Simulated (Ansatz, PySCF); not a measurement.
# Yb(NO3)3 in two programs

Yb(NO3)3 (singlet in the valence; each metal's 4f electrons, 13 of them, lie in its core potential, out of spins and levels), relaxed with PySCF 2.14.0, RKS PBE, Yb lcecp-1-SVP with ECP59, O def2-SVP, N def2-SVP; non-relativistic Hamiltonian with scalar-relativistic core potentials where named; density fitting; no spin-orbit coupling:

```xyz
13

Yb    0.0000    0.0000    0.0000
O     2.0046    0.2400    1.0641
O     2.0046   -0.2400   -1.0641
N     2.7240    0.0000    0.0000
O     3.9201    0.0000    0.0000
O    -1.2101    1.6160    1.0641
O    -0.7945    1.8560   -1.0641
N    -1.3620    2.3590    0.0000
O    -1.9601    3.3949    0.0000
O    -0.7945   -1.8560    1.0641
O    -1.2101   -1.6160   -1.0641
N    -1.3620   -2.3590    0.0000
O    -1.9601   -3.3949    0.0000
```

There the HOMO–LUMO gap is 3.72 eV. The 4f levels lie in the core potential and are missing.

The same geometry by Ansatz 0.2.0 (PBE, PAW with the 4f shell of lanthanides and the 5f shell of actinides in the valence, a periodic box with 9 Å of vacuum; gaps over both spins; site moments in spheres, but by Gaussian weights under spin-orbit coupling, so that the two can't be compared; unpaired electrons at the start: 1, along z under spin-orbit coupling; the open shells may stand above their lowest state):

```
spin-orbit coupling  U on f (eV)  gap (eV)  spin moment on Yb1 (μB)  orbital moment of its f shell (μB)  largest force component (eV/Å)
            without            0      0.18                     0.71                                   –                            0.52
            without            5      0.94                     0.87                                   –                            0.34
```

Question: What does the run with spin-orbit coupling and with U = 5 eV give?

Answer: gap (eV): 1.24, spin moment on Yb1 (μB): 0.00, orbital moment of its f shell (μB): 0.22, largest force component (eV/Å): 0.28. It took 5.1 min on 4 threads of Intel(R) Xeon(R) 6975P-C (Granite Rapids), with other jobs on the host, peak memory 5.9 GiB.

Semilocal functionals tend to give orbital moments well under those of Hund's rules.

Without U the plane-wave gap ends on 4f levels, which the Gaussian run lacks; U moves filled and empty 4f levels apart, though the lowest empty ones can remain 4f.

The spin-orbit runs use fully relativistic datasets of their own, so changes of a few hundredths of an eV needn't come from the coupling.

An lcecp potential fixes the number of 4f electrons, so in runs with it no electron can move into or out of that shell.
